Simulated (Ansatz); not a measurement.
`C[S][SnH2][S]C` + `[SiH3]BCl` → `C[S][SnH3]` + `CS[SiH2]BCl`  (redistribution)

Isolated molecules relaxed with PBE0-D4/def2-TZVP in Ansatz; ΔE leaves out vibrations. CCSD(T)/CBS adds triple-zeta CCSD(T) − MP2 to the extrapolated MP2 energy (def2 sets, frozen cores). This one scheme is used for every species. Elements past krypton have def2 core potentials. For Sn outer-core shells are correlated without core-valence functions, which leaves a few kJ/mol of doubt a bond. One conformer a species, not always the lowest.

`C[S][SnH2][S]C`:

Cartesian coordinates in Å:
```
C 1.098 -1.401 -1.197
S -0.606 -1.731 -0.659
Sn -0.568 -0.706 1.509
S -1.504 1.492 1.359
C -0.688 2.053 -0.163
H 1.264 -0.340 -1.383
H 1.235 -1.944 -2.133
H 1.825 -1.766 -0.473
H -1.526 -1.581 2.610
H 1.088 -0.634 1.941
H 0.383 2.196 -0.014
H -1.136 3.012 -0.422
H -0.865 1.350 -0.978
```

`[SiH3]BCl`:

Z-matrix (Å, degrees):
```
Si
B 1 2.016
H 1 1.486 2 113.0
H 1 1.490 2 108.8 3 121.4
H 1 1.490 2 109.0 3 -121.5
Cl 2 1.739 1 121.6 3 -0.7
H 2 1.194 1 122.6 3 179.4
```

`C[S][SnH3]`:

Cartesian coordinates in Å:
```
C 0.580 -0.490 -1.446
S 0.558 1.136 -0.635
Sn -0.548 0.548 1.405
H 1.069 -0.350 -2.410
H -0.429 -0.864 -1.620
H 1.151 -1.218 -0.869
H -2.086 -0.097 1.034
H -0.674 1.975 2.324
H 0.378 -0.639 2.216
```

`CS[SiH2]BCl`:

Cartesian coordinates in Å:
```
C -1.648 -0.450 0.891
S -0.507 -1.651 0.146
Si 0.623 -0.342 -1.093
B 1.739 1.026 -0.112
Cl 1.792 1.093 1.624
H -2.322 -1.016 1.533
H -1.113 0.279 1.498
H -2.236 0.057 0.125
H -0.271 0.388 -2.041
H 1.535 -1.215 -1.884
H 2.409 1.832 -0.687
```

```tsv
species	MP2/CBS(def2) energy (Eh)
`C[S][SnH2][S]C`	-1090.43200
`[SiH3]BCl`	-775.99292
`C[S][SnH3]`	-653.39684
`CS[SiH2]BCl`	-1213.02311
```

(1) Work out ΔE.

Largest T1 diagnostic among the species: 0.014.

Results:

(1) ΔE = (-653.39684) + (-1213.02311) − (-1090.43200) − (-775.99292) = 0.00497 Eh = +3.1 kcal/mol. CCSD(T)/CBS gives +2.7 kcal/mol.
